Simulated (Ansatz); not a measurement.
Compare A (`F[CH]1C[CH2][SnH2]1`) with its isomer B (`[F][SnH]1[CH2]C[CH2]1`).

Program: Ansatz. Geometries: PBE0-D4/def2-TZVP. ΔE: electronic, gas phase. CCSD(T)/CBS adds triple-zeta CCSD(T) − MP2 to the extrapolated MP2 energy (def2 sets, frozen cores). DFT in def2-TZVPP. B3LYP here is the variant with VWN-RPA as its local correlation; programs differ in this. def2 core potentials past Kr. For Sn outer-core shells are correlated without core-valence functions, which leaves a few kJ/mol of doubt a bond.

Which isomer does CCSD(T)/CBS put lower? Give the gap. (An estimate is asked.)

The calculation gave: B, by 38.0 kcal/mol.

Give E(B) − E(A) in kcal/mol with ωB97M-V, HF/def2-TZVPP, B3LYP, B3LYP-D4, B2PLYP, CCSD(T)/def2-TZVPP, CCSD/def2-TZVPP. (Best estimate.)

The calculation gave: ωB97M-V -35.3, HF/def2-TZVPP -35.9, B3LYP -35.7, B3LYP-D4 -35.6, B2PLYP -36.9, CCSD(T)/def2-TZVPP -35.4, CCSD/def2-TZVPP -35.4. None reverses the order clearly.

Largest T1 diagnostic: 0.012.
